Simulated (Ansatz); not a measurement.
Reaction (cleavage of the Si–Ge bond): `Cl[Si](Cl)(Cl)[GeH3]` + H₂S → `S[Si](Cl)(Cl)Cl` + GeH₄

Program: Ansatz. Geometries: PBE0-D4/def2-TZVP. ΔE: electronic, gas phase. CCSD(T)/CBS is the MP2 limit (def2-TZVPP, def2-QZVPP) plus CCSD(T) − MP2 in def2-TZVPP, frozen cores. This one scheme is used for every species. Functionals use def2-TZVPP. For Ge outer-core shells are correlated without core-valence functions, which leaves a few kJ/mol of doubt a bond. Scalar relativity is left out up to krypton. One conformer a species, not always the lowest.

```csv
level,ΔE (kJ/mol)
r2SCANh-D4,-41.6
CAM-B3LYP,-39.7
```

(1) What does CCSD(T)/CBS give? (Best estimate.)

Largest T1 diagnostic among the species: 0.012.

Answers

(1) Ansatz gave: -38.6 kJ/mol. The listed levels differ from it by -3.0, -1.1 kJ/mol.

Leaving LDA and LC-ωPBE aside and taking each functional with its dispersion term where it has one, the values, not all of them listed here, spread over 13.5 kJ/mol, from B97M-V to PBE-D4. LDA lies −3.8 kJ/mol from PBE without D4. From BLYP to BHLYP (50 % exact exchange), in def2-TZVPP and without D4, ΔE moves by −7.3 kJ/mol.
